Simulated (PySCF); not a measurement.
Consider trifluoroacetamide, `NC(=O)C(F)(F)F` (C2H2F3NO). Atom numbers as in the mapped SMILES `[NH2:1][C:2](=[O:3])[C:4]([F:5])([F:6])[F:7]`.

These are calculated values, M06-2X/def2-TZVP in PySCF (grid level 3) at geometries from PBE0-D3(BJ)/def2-SVP. Thermal corrections: GFN2-xTB frequencies, unscaled, ideal gas at 298.15 K and 1 bar, quasi-RRHO entropy. These were taken at the GFN2-xTB minima.

Problem. Rank these bonds by dissociation enthalpy, weakest first.
A. C2–C4
B. N1–H
C. N1–C2

Solution. A (368 kJ/mol), C (450 kJ/mol), B (493 kJ/mol).

Not ranked, since the method can't order them against a listed neighbour: C4–F5 (506 kJ/mol).

Problem. For C2–C4, what are ΔE (electronic) and ΔG(298 K) of the homolysis?

Solution. ΔE = 379 and ΔG = 314 kJ/mol, beside ΔH = 368 kJ/mol. The radicals are `N[C]=O` and `F[C](F)F`.

Known limits: the order of N1–H and C4–F5 (ΔE differs by 7, ΔH by -13, ΔG by -2 kJ/mol) hangs on zero-point and thermal terms; radicals beside a multiple bond are drawn in one resonance form, and their spin spreads.
